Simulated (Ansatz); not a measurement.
Basis sets compared for GeHMe2(nBu) (C6H16Ge). Total charge 0; singlet. Geometry r2SCAN-D4/def2-SVP. Ansatz on 4 threads of Arm Neoverse V1 on a shared host; times are rough, and most runs start from earlier orbitals.

Cartesian coordinates in Å:
```
C -2.515 -2.034 0.287
C -0.527 -1.107 2.619
C -0.015 -0.146 -0.404
C 0.926 0.989 0.008
C 2.049 1.281 -0.993
C 1.564 1.762 -2.358
Ge -1.383 -0.577 0.939
H -2.254 0.678 1.188
H -3.294 -2.286 1.023
H -1.910 -2.936 0.105
H -3.011 -1.756 -0.656
H -1.283 -1.391 3.368
H 0.075 -0.285 3.037
H 0.136 -1.972 2.455
H 0.563 -1.068 -0.602
H -0.538 0.098 -1.345
H 0.340 1.914 0.171
H 1.384 0.750 0.986
H 2.721 2.043 -0.558
H 2.665 0.371 -1.119
H 2.409 2.014 -3.018
H 0.964 0.994 -2.874
H 0.935 2.664 -2.261
```

Another isomer (singlet) lies 0.22 eV lower at PBE0-D4/def2-TZVP; other spin states weren't run for this one.

Binding counts from free atoms (C triplet, Ge triplet, H doublet) in the same basis, without a counterpoise term.

| level | functions | energy (Eh) | HOMO (eV) | LUMO (eV) | binding per atom (eV) | wall time |
| --- | --- | --- | --- | --- | --- | --- |
| PBE-D4/def2-SVP | 196 | -2314.2019 | -6.47 | 0.76 | 3.99 | 2.7 s |
| PBE0-D4/def2-SVP | 196 | -2314.3170 | -7.73 | 1.59 | 3.97 | 4.4 s |

(1) Estimate the rows for PBE-D4/def2-TZVP (with forces), PBE0-D4/def2-TZVP.

Answers

(1) 
| level | functions | energy (Eh) | HOMO (eV) | LUMO (eV) | binding per atom (eV) | wall time |
| --- | --- | --- | --- | --- | --- | --- |
| PBE-D4/def2-TZVP (with forces) | 330 | -2314.7248 | -6.53 | 0.24 | 3.97 | 6.5 s |
| PBE0-D4/def2-TZVP | 330 | -2314.8303 | -7.73 | 1.02 | 3.94 | 9.5 s |
